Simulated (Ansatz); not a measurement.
Cd₇S₇, a nanocrystal cut from zinc blende CdS (bare). Charge 0, multiplicity 3. Geometry PBE-D4/def2-SVP, that of the neutral singlet; atoms count from 1.

```xyz
14

Cd   -3.1219   -0.1666    1.8489
Cd    2.8456   -2.1323    0.6304
Cd   -0.6091   -2.4982    0.9256
Cd    1.6801    0.7833    1.2635
Cd   -0.0015    1.4616   -2.3094
Cd   -2.7187    2.3962   -0.2234
Cd    3.2411    0.4664   -1.5152
S    -2.8209   -2.5167    1.8355
S    -3.6647    2.1412    1.9376
S     1.3719   -3.9037    0.4953
S     4.0465    0.0342    0.7931
S    -1.9899    2.7828   -2.4445
S     2.1013    0.9063   -3.4736
S    -0.3598    0.2455    0.2361
```

In the def2 sets Cd takes a core potential; there is no spin–orbit coupling. Single mean-field runs in def2-TZVP are fitted with def2-universal-jkfit. At PBE0-D4/def2-TZVP a singlet of charge 0 lies 1.89 eV below the triplet at the same geometry.

Problem. Estimate the Mulliken populations from the PBE0/def2-TZVP orbitals of Ansatz.

Solution. 
| atom | charge (e) | spin (α − β) | d electrons |
| --- | --- | --- | --- |
| Cd1 | 0.65 | -0.04 | 9.98 |
| Cd2 | 0.57 | 0.02 | 9.98 |
| Cd3 | 0.66 | 0.00 | 10.00 |
| Cd4 | 0.31 | 0.69 | 9.98 |
| Cd5 | 0.66 | 0.00 | 10.00 |
| Cd6 | 0.65 | -0.04 | 9.98 |
| Cd7 | 0.57 | 0.02 | 9.98 |
| S8 | -0.53 | 0.32 | – |
| S9 | -0.48 | 0.36 | – |
| S10 | -0.59 | 0.06 | – |
| S11 | -0.50 | 0.08 | – |
| S12 | -0.53 | 0.31 | – |
| S13 | -0.59 | 0.06 | – |
| S14 | -0.86 | 0.15 | – |
Mulliken values depend strongly on the basis.

Problem. Where does the spin sit?

Solution. Summed by element: Cd 0.66, S 1.34, of 2 unpaired in all. Largest on single atoms: Cd4 0.69, S9 0.36, S8 0.32.

Problem. And the Mayer bond orders between heavy atoms (over 0.3)?

Solution. Cd1–S8 0.93 (2.37 Å); Cd1–S9 0.86 (2.37 Å); Cd2–S10 1.08 (2.31 Å); Cd2–S11 0.74 (2.48 Å); Cd3–S8 0.78 (2.39 Å); Cd3–S10 0.82 (2.47 Å); Cd3–S14 0.32 (2.84 Å); Cd4–S11 0.50 (2.53 Å); Cd4–S14 0.67 (2.35 Å); Cd5–S12 0.78 (2.39 Å); Cd5–S13 0.81 (2.47 Å); Cd5–S14 0.32 (2.84 Å); Cd6–S9 0.85 (2.37 Å); Cd6–S12 0.93 (2.37 Å); Cd7–S11 0.74 (2.48 Å); Cd7–S13 1.08 (2.31 Å).
